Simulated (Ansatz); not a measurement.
Relaxation of Cl₂HInO (5 atoms, charge 0, multiplicity 1), to a largest force component of 0.02 eV/Å in at most 40 steps.

Method: RKS B3LYP-D4/def2-SVP in Ansatz 0.2.0.

```xyz
5
Properties=species:S:1:pos:R:3
In 0.000 0.000 0.000
O 0.000 0.000 1.990
H -0.909 -0.281 2.327
Cl 2.113 0.000 -1.220
Cl -2.113 0.000 -1.220
```

Q: Where does it end, and by what steps?

A: The run converged. After 4 steps the energy has fallen by 0.165 eV; H3 moved furthest, 0.13 Å.

```
step  energy less start (eV)  largest force component (eV/Å)  accepted
   0                  0.0000                           1.547       yes
   1                 -0.0912                           1.767       yes
   2                 -0.1481                           1.122       yes
   3                 -0.1645                           0.059       yes
   4                 -0.1646                           0.011       yes
```

```xyz
5
Properties=species:S:1:pos:R:3
In -0.008 -0.035 -0.021
O 0.007 -0.126 1.968
H -0.894 -0.153 2.324
Cl 2.018 0.045 -1.180
Cl -2.033 -0.012 -1.213
```

Whether the end is a true minimum wasn't checked by a vibrational analysis.

Run time: 12 s on 2 threads of Arm Neoverse V1, on a shared host, peak memory 0.18 GiB.
